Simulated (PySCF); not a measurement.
CH4FGaO, SMILES C[O][GaH][F]. Atoms are numbered in the order given.

```xyz
8

Ga    -0.3186    -0.4416     0.0000
H     -1.8635    -0.5741     0.0000
F      0.7162    -1.8552     0.0000
O      0.6203     1.0655     0.0000
C      0.0834     2.3670     0.0000
H      0.4287     2.9207    -0.8916
H      0.4287     2.9207     0.8916
H     -1.0245     2.3918     0.0000
```
Charge 0, spin multiplicity 1.

The structure is a stationary point at B3LYP-D3(BJ)/def2-SVP. The structure was generated by enumeration; whether it is a known compound was not checked. The values are those of a single conformer.

Method: PBE0/def2-TZVP run with PySCF.

Symmetry labels are those of the subgroup Cs that the program uses (full group Cs).

Q: List the valence orbital energies around the gap with their symmetry. (The exact figures need the calculation; the answer reports its results.)

A: 
| orbital | symmetry | energy (eV) |
|---|---|---|
| HOMO−7 | A' | -12.52 |
| HOMO−6 | A" | -12.51 |
| HOMO−5 | A' | -12.15 |
| HOMO−4 | A' | -10.97 |
| HOMO−3 | A" | -10.94 |
| HOMO−2 | A' | -10.31 |
| HOMO−1 | A' | -8.49 |
| HOMO | A" | -8.22 |
| LUMO | A" | -0.97 |
| LUMO+1 | A' | -0.43 |
| LUMO+2 | A' | 0.80 |
| LUMO+3 | A' | 2.16 |
